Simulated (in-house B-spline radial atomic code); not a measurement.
The numbers below are computed, except where a source is named.
**Making a Troullier-Martins p channel for Tc, r_c = 1.03 bohr**

Tc, [Kr] 4d5 5s2, non-relativistic LDA (VWN5), spherical and spin-unpolarised, from a B-spline radial code for spherical atoms (atomic units). The all-electron 4p level is ε = -1.643231 hartree, its outermost node lies just inside 0.52 bohr and its outer maximum at 1.03 bohr.

Inside r_c the pseudo-orbital is u(r) = r^2 exp(p(r)), with p = c0 + c2 r² + c4 r⁴ + … + c12 r¹². The seven coefficients follow from p and its first four derivatives at r_c, from zero curvature of the screened potential at the origin, c4 = −c2²/(2l + 5), and from the norm inside r_c. At r_c the all-electron orbital has P = 1.046526, P' = 0.00314455, the screened potential V = -4.976949, V' = 11.01553, V'' = -31.31998, and the norm inside is Q = 0.3808891.

(1) What are p, p' and p'' at r_c?

For a trial c2 the five matching conditions are linear in c0, c6, c8, c10 and c12, and c2 is varied until the norm inside r_c equals Q. The root nearest zero gives:

| n | c_n |
| --- | --- |
| 0 | 0.5540187 |
| 2 | -0.205235 |
| 4 | -0.006017346 |
| 6 | -0.08822868 |
| 8 | -0.8866524 |
| 10 | 0.9454991 |
| 12 | -0.2702351 |

(2) Check c4 and p(r_c), and find the screened pseudopotential at the origin.

Orbitals and screened potentials:

| r (bohr) | P | u | V all-electron | V pseudo |
| --- | --- | --- | --- | --- |
| 0.103 | 0.3094 | 0.01842 | -278.4 | -2.67 |
| 0.258 | -0.4939 | 0.1143 | -71.15 | -2.69 |
| 0.412 | -0.3703 | 0.2849 | -31.35 | -2.878 |
| 0.567 | 0.2171 | 0.5185 | -17.22 | -3.604 |
| 0.721 | 0.7089 | 0.7748 | -10.69 | -5.015 |
| 0.876 | 0.9745 | 0.9775 | -7.123 | -6.028 |
| 1.03 | 1.047 | 1.047 | -4.977 | -4.977 |

Logarithmic derivatives P'/P at R = 1.33 bohr, for energies E around ε:

```
E − ε (hartree)  all-electron     pseudo
           -0.5     -0.165798  -0.167545
          -0.25     -0.502228  -0.502764
           -0.1     -0.728517  -0.728615
              0     -0.891495  -0.891495
            0.1      -1.06552   -1.06563
           0.25      -1.35032   -1.35117
            0.5      -1.90342    -1.9079
```

(3) With P(R) = 0.8964629 and a norm of 0.6762193 inside R, what slope in energy does norm conservation fix?

Results:

(1) p = ln(P/r_c^2) = ln(1.046526/1.0609) = -0.01364. p' = P'/P − 2/r_c = 0.00300 − 1.94175 = -1.93874. The radial equation gives p'' = 2(V − ε) − 2(2) p'/r_c − p'² = -6.66744 − (-7.52910) − 3.75872 = -2.89706. Differentiating, p''' = 2V' + 2(2)p'/r_c² − 2(2)p''/r_c − 2p'p'' = 14.739, and p'''' = 2V'' − 4(2)p'/r_c³ + 4(2)p''/r_c² − 2(2)p'''/r_c − 2p''² − 2p'p''' = -87.167.

(2) −c2²/7 = -0.00601735, as listed. The terms c_n r_c^n are 0.55402, -0.21773, -0.00677, -0.10535, -1.12318, 1.27067, -0.38529, which sum to -0.01364. Inverting the radial equation, V_l(r) = ε + 2 p'/r + (p'' + p'²)/2, so V_l(0) = ε + (2l + 3) c2 = -1.643231 + 5 × (-0.205235) = -2.6694 hartree, finite where the all-electron potential diverges.

(3) d(P'/P)/dE = −2 × (norm inside R)/P(R)² = -1.6829 per hartree·bohr at E = ε, for both atoms, since orbital and norm agree at R. Differences over ±0.1 hartree give -1.6850 (all-electron) and -1.6851 (pseudo), which also hold third-order terms. Half a hartree below ε the two curves differ by -0.0017.
